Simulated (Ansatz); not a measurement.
Input file for C2H8BGaO (`[CH3][GaH][BH]CO`):

```yaml
crystal:
  periodic: [false, false, false]
  atoms:
    - {symbol: C, position_ang: [-2.316938, 0.164618, -0.390462]}
    - {symbol: Ga, position_ang: [-0.565830, -0.720172, -0.639689]}
    - {symbol: B, position_ang: [0.849033, -1.033422, 0.862106]}
    - {symbol: C, position_ang: [1.740918, 0.232281, 0.685500]}
    - {symbol: O, position_ang: [1.076541, 1.069103, -0.280677]}
    - {symbol: H, position_ang: [-2.488305, 0.893898, -1.185481]}
    - {symbol: H, position_ang: [-3.113751, -0.582686, -0.456053]}
    - {symbol: H, position_ang: [-2.400547, 0.667539, 0.573642]}
    - {symbol: H, position_ang: [-0.243004, -1.233689, -2.104686]}
    - {symbol: H, position_ang: [1.131765, -1.860394, 1.677978]}
    - {symbol: H, position_ang: [1.933667, 0.789452, 1.612800]}
    - {symbol: H, position_ang: [2.722634, -0.102040, 0.310680]}
    - {symbol: H, position_ang: [1.673827, 1.715513, -0.665636]}
basis:
  gaussian: {orbitals: def2-TZVPP}
correlation: {method: ccsd_t}
```

```sh
$ ansatz run in.yaml --threads 2 --pin off --events-out ev --progress --plain --max-ram 22528MiB --backend cuda --devices 0, --max-vram 18GiB
```

The program prints (abridged):

```
Functional definition: HF
1695 factors; integrals over basis functions are off by at most 1.0e-3 eV
mean field evaluation 1: about -57226.8839 eV, gradient 4.1e1 eV
mean field evaluation 2: about -57227.0586 eV, gradient 4.1e1 eV
mean field evaluation 4: about -57231.3747 eV, gradient 4.7e0 eV
mean field evaluation 8: about -57231.4555 eV, gradient 3.2e-1 eV
mean field -57231.45618481 eV, -2103.2172219173 hartree, gradient 7.4e-6 eV, S^2 0.000000; 0 other end points of the search recorded, 0 dependent functions left out
13 core orbitals not correlated: weight in the atoms' cores, before any rotation towards them, 1.000 or more for the frozen orbitals, at most 0.000 for the correlated occupied ones
reference -57231.45618481 eV, -2103.2172219173 hartree; 19, 19 occupied and 252, 252 virtual orbitals, 1695 factors
second order -25.16786751 eV of doubles, -0.00000000 eV of singles
cycle   1  -25.42334470 eV  change   -2.6e-1 eV  update   1.2e-1
cycle   2  -26.15639700 eV  change   -7.3e-1 eV  update   3.5e-2
cycle   3  -26.28784796 eV  change   -1.3e-1 eV  update   1.7e-2
cycle   4  -26.27661039 eV  change    1.1e-2 eV  update   4.5e-3
cycle   5  -26.27550651 eV  change    1.1e-3 eV  update   2.4e-3
cycle   6  -26.27580651 eV  change   -3.0e-4 eV  update   8.5e-4
cycle   7  -26.27549858 eV  change    3.1e-4 eV  update   4.1e-4
cycle   8  -26.27547354 eV  change    2.5e-5 eV  update   1.2e-4
cycle   9  -26.27553560 eV  change   -6.2e-5 eV  update   4.5e-5
cycle  10  -26.27552533 eV  change    1.0e-5 eV  update   1.8e-5
perturbative correction -1.01524823 eV, -0.0373096845 hartree
Total energy: -57258.74695837 eV, -2104.2201393476 hartree
```

It took 10 s on 2 threads of an AMD EPYC 7R13 on a shared host and a share of an NVIDIA H100 80 GB, with 0.88 GiB of host memory at the peak.

Correlation energy per correlated electron: -0.718 eV. T1 diagnostic: 0.0125.
